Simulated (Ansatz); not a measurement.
Start from `CC(=O)F` and change one element to get `CC(=O)Br`.

Ansatz, PBE0-D4/def2-TZVP geometries, multiplicity 1. 

Scalar relativity is left out up to krypton.

| property | `CC(=O)F` |
| --- | --- |
| LUMO energy (PBE/def2-TZVPP) / eV | -1.55 |
| HOMO–LUMO gap (PBE/def2-TZVPP) / eV | 5.71 |
| HOMO energy (PBE0/def2-TZVPP) / eV | -8.99 |
| zero-point energy (PBE0-D4/def2-TZVP) / kJ/mol | 129.0 |
| LUMO energy (PBE0/def2-TZVPP) / eV | -0.37 |
| HOMO energy (PBE/def2-TZVPP) / eV | -7.26 |

(1) Give the same properties after the change, and the shifts. (Estimate.)

## Answers

(1) Ansatz gave: 
```json
{"property": "LUMO energy (PBE/def2-TZVPP) / eV", "`CC(=O)Br`": "-2.26", "shift": "-0.71"}
{"property": "HOMO–LUMO gap (PBE/def2-TZVPP) / eV", "`CC(=O)Br`": "4.60", "shift": "-1.11"}
{"property": "HOMO energy (PBE0/def2-TZVPP) / eV", "`CC(=O)Br`": "-8.26", "shift": "0.73"}
{"property": "zero-point energy (PBE0-D4/def2-TZVP) / kJ/mol", "`CC(=O)Br`": "123.1", "shift": "-5.9"}
{"property": "LUMO energy (PBE0/def2-TZVPP) / eV", "`CC(=O)Br`": "-1.14", "shift": "-0.77"}
{"property": "HOMO energy (PBE/def2-TZVPP) / eV", "`CC(=O)Br`": "-6.86", "shift": "0.40"}
```

With PBE0 the HOMO rises by 0.73 eV and the LUMO falls by 0.77 eV, so the gap narrows by about 1.50 eV. PBE moves the HOMO by 0.40 eV and ωB97M-V by 0.94 eV.

Spin–orbit coupling is left out; it splits and shifts lone-pair levels of the heavy atoms by tenths of an eV.
